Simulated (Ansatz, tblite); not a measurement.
Removing and adding an electron: cis-Cu(H2O)2Cl2 (CuCl₂O₂H₄). The state is a doublet with charge 0. Geometry: PBE-D4/def2-SVP. Ansatz, gas phase; energy differences of separate SCF runs; the oxidised species is a singlet (the triplet lies 0.03 eV higher at PBE0-D4/def2-TZVP); the reduced species is a singlet (the triplet lies 2.09 eV higher at PBE0-D4/def2-TZVPD).

```xyz
9

Cu   -0.063   -0.360    0.512
O     1.250   -0.300   -1.116
H     1.767   -1.032   -0.667
H     1.822    0.490   -1.026
O    -1.077    1.287   -0.288
H    -1.740    1.181    0.455
H    -1.560    0.997   -1.088
Cl   -1.763   -0.369    1.952
Cl    1.364   -1.894    1.266
```

The xTB rows come from tblite. No other spin state of charge 0 was run.

```
             level  −HOMO (eV)  vertical IE (eV)  −LUMO (eV)  vertical EA (eV)  HOMO–LUMO gap (eV)  IE − EA (eV)                                    remarks
          GFN2-xTB           –             13.43           –              7.34                   –          6.09                                          –
  PBE-D4/def2-TZVP        6.24              9.23        5.34                 –                0.90             –  restricted singlet, untested (+1 singlet)
 PBE0-D4/def2-TZVP        8.01             10.08        4.12                 –                3.88             –  restricted singlet, untested (+1 singlet)
PBE0-D4/def2-TZVPD        8.08                 –        4.18              2.22                3.90             –                                          –
```

(1) Estimate the rows for GFN1-xTB, HF/def2-TZVPD, PBE-D4/def2-TZVPD.

Answers

(1) 
| level | −HOMO (eV) | vertical IE (eV) | −LUMO (eV) | vertical EA (eV) | HOMO–LUMO gap (eV) | IE − EA (eV) | remarks |
| --- | --- | --- | --- | --- | --- | --- | --- |
| GFN1-xTB | – | 13.57 | – | 8.35 | – | 5.22 | – |
| HF/def2-TZVPD | 11.11 | – | -0.60 | 0.05 | 11.71 | – | – |
| PBE-D4/def2-TZVPD | 6.34 | – | 5.45 | 2.22 | 0.90 | – | HOMO above zero (-1 singlet) |

Run but left out: HF/def2-TZVP (charge +1 singlet: restricted singlet with a triplet 3.13 eV lower at the same geometry).   A HOMO above zero means that the electron is unbound at that level or that self-interaction error raises the level; the energy of removing that electron tells which. HOMO and LUMO are the levels of the spin that leaves or enters (xTB has no such levels and no spin-polarisation term). Other spin states of the ions may lie lower, which would lower the ionisation energy or raise the affinity. Raw xTB energy differences between charge states are shifted by several eV; the methods need an empirical correction for them.
